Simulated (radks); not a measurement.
All-electron atom: the gallium ion Ga+ in [Ne] 3s2 3p5 3d10 4s2 4d1 (not the ground configuration). Method: scalar-relativistic Kohn-Sham, TASK exchange with Perdew-Wang LDA correlation, spin-polarised, spherical densities, finite nucleus; open shells are filled with parallel spins first; meta-GGA in the generalised Kohn-Sham scheme; Fermi nuclear charge, rms radius 3.9973 fm; computed with a radial shooting solver on a logarithmic mesh with Libxc functionals.

Radial electron density D(r) = 4 pi r^2 rho(r):

```
   r/bohr * D(r) (the largest magnitude, 43.8, reaches the edge; | marks zero)
  0.00162 |*
 0.001871 |*
 0.002178 | *
 0.002516 | *
 0.002929 |  *
 0.003382 |  *
 0.003906 |   *
 0.004547 |     *
 0.005252 |      *
 0.006114 |        *
 0.007061 |          *
 0.008154 |             *
 0.009493 |                *
  0.01096 |                    *
  0.01276 |                        *
  0.01474 |                             *
  0.01702 |                                 *
  0.01982 |                                      *
  0.02289 |                                          *
  0.02664 |                                             *
  0.03077 |                                              *
  0.03554 |                                               *
  0.04137 |                                             *
  0.04778 |                                           *
  0.05562 |                                        *
  0.06423 |                                      *
  0.07418 |                                     *
  0.08636 |                                       *
  0.09974 |                                          *
   0.1161 |                                                *
   0.1341 |                                                    *
   0.1549 |                                                      *
   0.1803 |                                                    *
   0.2082 |                                              *
   0.2405 |                                     *
   0.2799 |                              *
   0.3233 |                          *
   0.3764 |                          *
   0.4346 |                             *
    0.502 |                                *
   0.5844 |                               *
   0.6749 |                            *
   0.7857 |                     *
   0.9074 |               *
    1.048 |          *
     1.22 |      *
    1.409 |   *
     1.64 |  *
    1.894 | *
    2.188 | *
    2.547 |*
    2.941 |*
    3.424 *
    3.954 *
    4.567 *
    5.316 *
     6.14 *
    7.148 *
    8.255 *
    9.533 *
     11.1 *
    12.82 *
    14.92 *
```

D(r) has 3 maxima, at r = 0.0339, 0.155, 0.535 bohr, and minima at 0.0724, 0.345 bohr, inside which lie 2.09, 11.01 electrons.
